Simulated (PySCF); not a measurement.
# What a mistake does to a calculation on AlH5NOSi cation

All numbers below are calculated, not measured. They come from PySCF 2.14.0, an open-source quantum chemistry program, on an isolated molecule that a program drew, which may never have been made. The molecule is AlH5NOSi cation (charge +1, singlet), drawn as the SMILES string `[OH][AlH][NH][SiH2+]`.

Each row is a Hartree-Fock (HF) and frozen-core CCSD(T) single point in the cc-pV(D+d)Z basis, meant for a local HF minimum. Run 1 is clean. Each other run has one planted mistake out of seven kinds, and not every kind appears here: one electron removed, one electron added, multiplicity raised by two, geometry at a saddle point, minimal basis STO-3G, one bond length entered in bohr, all coordinates scaled. The reference is restricted for singlets and unrestricted otherwise, and also for a bond in bohr. Adding or removing an electron swaps singlet and doublet. Electrons count all cores. HOMO and LUMO are orbital energies over both spins, the gradient is its largest component, and the lowest frequency (negative if imaginary) is given only where the gradient is small. Bond lengths are over the 8 bonds as drawn. T1 is the CCSD diagnostic: over 0.02 (restricted) or 0.045 (unrestricted) a single reference is doubtful.

Geometry of the clean run:
```xyz
9
AlH5NOSi cation, angstrom
O     0.9737   -0.0075    1.4500
Al    0.3734    0.8001    0.1219
N    -1.3071    0.0318   -0.1646
Si   -2.0057   -1.1614    0.7042
H     1.7684    0.0261    1.9577
H     0.8731    1.9292   -0.8133
H    -1.8499    0.3874   -0.9399
H    -1.3085   -1.7432    1.8413
H    -3.3343   -1.6380    0.3294
```

| run | electrons | basis functions | <S^2> | HOMO (eV) | LUMO (eV) | gradient (hartree/bohr) | lowest frequency (cm^-1) | mean bond (Å) | longest bond (Å) | T1 | HF (hartree) | CCSD(T) (hartree) | mistake |
|---|---|---|---|---|---|---|---|---|---|---|---|---|---|
| 1 | 46 | 99 | 0.000 | -16.87 | -4.00 | 2.5e-05 | 132 | 1.4485 | 1.870 | 0.0166 | -662.95026 | -663.49931 | no fault |
| 2 | 46 | 99 | 0.715 | -16.89 | -4.05 | 2.3e-02 | - | 1.5610 | 1.911 | 0.0627 | -662.80495 | -663.35607 | one bond length entered in bohr |
| 3 | 47 | 99 | 0.767 | -5.44 | 2.29 | 6.4e-02 | - | 1.4485 | 1.870 | 0.0169 | -663.12289 | -663.68551 | one electron added |
| 4 | 46 | 33 | 0.000 | -13.47 | -0.33 | 6.6e-02 | - | 1.4485 | 1.870 | 0.0295 | -655.03017 | -655.24654 | ? |
| 5 | 46 | 99 | 0.000 | -17.18 | -3.85 | 5.9e-02 | - | 1.3703 | 1.769 | 0.0140 | -662.91840 | -663.45660 | ? |

**Which mistake was planted in run 4, and what did it cost?**

It has 33 basis functions where the clean run has 99, with the same electrons and geometry. So the mistake is: minimal basis STO-3G. Subtracting run 1 and multiplying by 627.51 kcal/mol a hartree, the energy moved by 4969.9 kcal/mol in HF and 5178.7 kcal/mol in CCSD(T).

**Which mistake was planted in run 5, and what did it cost?**

The mean and the longest bond both change by the same factor, 0.946, and the gradient is no longer small. So the mistake is: all coordinates scaled. Subtracting run 1 and multiplying by 627.51 kcal/mol a hartree, the energy moved by 20.0 kcal/mol in HF and 26.8 kcal/mol in CCSD(T).

Cautions from the logs. Run 2: T1 is over the limit, so its CCSD(T) energy is less reliable; run 4: T1 is over the limit, so its CCSD(T) energy is less reliable.
